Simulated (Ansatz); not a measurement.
`O[SiH2]C[SiH](O)O`, charge 0, multiplicity 1.

Problem. Give a relaxed structure at PBE0-D4/def2-TZVP (Ansatz). (Estimate.)

Solution. Computed: 
Cartesian coordinates in Å:
```
O -1.0562 2.2168 0.0861
Si 0.4752 1.7979 0.5067
C 0.5637 -0.0341 0.8961
Si 0.0220 -1.1263 -0.4892
O -0.3846 -2.6527 -0.0300
O -1.3451 -0.4118 -1.0850
H -1.4989 1.5471 -0.4497
H 1.4526 2.0884 -0.5826
H 0.8362 2.6160 1.6911
H 1.5917 -0.2960 1.1720
H -0.0716 -0.2347 1.7666
H 1.0667 -1.2303 -1.5459
H 0.2282 -3.3570 -0.2420
H -1.8799 -0.9232 -1.6942
```
This is one stationary point; other conformers may exist.
